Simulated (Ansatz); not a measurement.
One change: `O[Si](O)(F)[SiH2]Cl` becomes `CS[Si](O)(O)F`.

Ansatz, PBE0-D4/def2-TZVP geometries, multiplicity 1. Each molecule was computed in one conformer, which needn't be the lowest.

| property | `O[Si](O)(F)[SiH2]Cl` |
| --- | --- |
| zero-point energy (PBE0-D4/def2-TZVP) / kJ/mol | 134.2 |
| HOMO–LUMO gap (PBE/def2-TZVPP) / eV | 5.50 |
| HOMO energy (ωB97M-V/def2-TZVPP) / eV | -10.40 |
| HOMO energy (PBE/def2-TZVPP) / eV | -7.03 |
| HOMO–LUMO gap (B3LYP/def2-TZVPP) / eV | 7.27 |
| HOMO energy (B3LYP/def2-TZVPP) / eV | -8.11 |

(1) What does the change do to each property? (An estimate is asked.)

Results:

(1) Computed: 
```tsv
property	`CS[Si](O)(O)F`	shift
zero-point energy (PBE0-D4/def2-TZVP) / kJ/mol	188.0	53.8
HOMO–LUMO gap (PBE/def2-TZVPP) / eV	5.33	-0.17
HOMO energy (ωB97M-V/def2-TZVPP) / eV	-9.42	0.98
HOMO energy (PBE/def2-TZVPP) / eV	-5.94	1.09
HOMO–LUMO gap (B3LYP/def2-TZVPP) / eV	7.02	-0.25
HOMO energy (B3LYP/def2-TZVPP) / eV	-6.95	1.16
```

With PBE0 the HOMO rises by 1.11 eV and the LUMO rises by 1.00 eV, so the gap narrows by about 0.11 eV. PBE moves the HOMO by 1.09 eV and ωB97M-V by 0.98 eV. The zero-point energy changes by 53.8 kJ/mol with +3 modes.

Positive LUMOs are unbound, so they and the gaps depend on the basis.

B3LYP here is the variant with VWN-RPA as its local correlation; programs differ in this.
